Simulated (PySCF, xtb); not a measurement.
Si(AsH2)(F)2(H) (AsF2H3Si), SMILES F[SiH](F)[AsH2].

Harmonic wavenumbers (cm⁻¹) from GFN2-xTB in xtb at its own minimum, in rising order: 81, 125, 161, 240, 391, 621, 641, 677, 686, 810, 838, 1008, 1916, 1921, 2333.

Task: What does B3LYP-D3(BJ)/def2-SVP run with PySCF 2.14.0 give at its own minimum? (The exact figures need the calculation; the answer reports its results.)

Result: 103, 146, 188, 314, 379, 614, 635, 816, 830, 867, 961, 990, 2171, 2182, 2264. Paired by order, the mean absolute difference is 82 cm⁻¹ and the zero-point energies are 17.8 and 19.2 kcal/mol.
